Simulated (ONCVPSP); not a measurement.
**u(r) = r·R(r): atom against pseudo-atom (Nb (Z = 41))**

Columns: radius, all-electron u(r) and pseudo u(r) of the 4s shell (level -58.39 eV) of niobium in the configuration [Ar] 3d10 4s2 4p6 4d4 5s1; PBE, scalar-relativistic, ONCV scheme, ONCVPSP 4.0.1.

```json
{"r (bohr)": "0.108", "all-electron": "0.3673", "pseudo": "0.1418"}
{"r (bohr)": "0.215", "all-electron": "-0.1989", "pseudo": "0.2816"}
{"r (bohr)": "0.322", "all-electron": "-0.5735", "pseudo": "0.4187"}
{"r (bohr)": "0.430", "all-electron": "-0.3962", "pseudo": "0.5507"}
{"r (bohr)": "0.538", "all-electron": "0.0294", "pseudo": "0.6710"}
{"r (bohr)": "0.645", "all-electron": "0.4528", "pseudo": "0.7737"}
{"r (bohr)": "0.752", "all-electron": "0.7741", "pseudo": "0.8558"}
{"r (bohr)": "0.860", "all-electron": "0.9744", "pseudo": "0.9150"}
{"r (bohr)": "0.968", "all-electron": "1.0650", "pseudo": "0.9487"}
{"r (bohr)": "1.075", "all-electron": "1.0727", "pseudo": "0.9556"}
{"r (bohr)": "1.182", "all-electron": "1.0250", "pseudo": "0.9357"}
{"r (bohr)": "1.290", "all-electron": "0.9434", "pseudo": "0.8891"}
{"r (bohr)": "1.398", "all-electron": "0.8450", "pseudo": "0.8194"}
{"r (bohr)": "1.505", "all-electron": "0.7427", "pseudo": "0.7341"}
{"r (bohr)": "1.612", "all-electron": "0.6430", "pseudo": "0.6413"}
{"r (bohr)": "1.720", "all-electron": "0.5492", "pseudo": "0.5491"}
{"r (bohr)": "1.828", "all-electron": "0.4647", "pseudo": "0.4646"}
{"r (bohr)": "1.935", "all-electron": "0.3908", "pseudo": "0.3908"}
{"r (bohr)": "2.042", "all-electron": "0.3267", "pseudo": "0.3266"}
{"r (bohr)": "2.150", "all-electron": "0.2712", "pseudo": "0.2712"}
{"r (bohr)": "2.258", "all-electron": "0.2243", "pseudo": "0.2242"}
{"r (bohr)": "2.365", "all-electron": "0.1851", "pseudo": "0.1851"}
{"r (bohr)": "2.472", "all-electron": "0.1523", "pseudo": "0.1523"}
{"r (bohr)": "2.580", "all-electron": "0.1248", "pseudo": "0.1248"}
{"r (bohr)": "2.688", "all-electron": "0.1021", "pseudo": "0.1021"}
{"r (bohr)": "2.795", "all-electron": "0.0835", "pseudo": "0.0835"}
```

(1) How many radial nodes do the two functions have?

(2) At about which radius was the pseudo-wave matched?

(3) Is the pseudo-wave norm-conserving?

## Answers

(1) The all-electron 4s function has n − l − 1 = 3 (the table is too coarse to show those close to the nucleus); the pseudo-wave has 0, since the states of the same l below it are removed with the core.

(2) 1.80 bohr, where the columns begin to agree (steps of 0.11 bohr).

(3) Yes: the ONCV scheme keeps the norm inside the radius equal to the all-electron one, which fixes the energy derivative of the logarithmic derivative at the level.
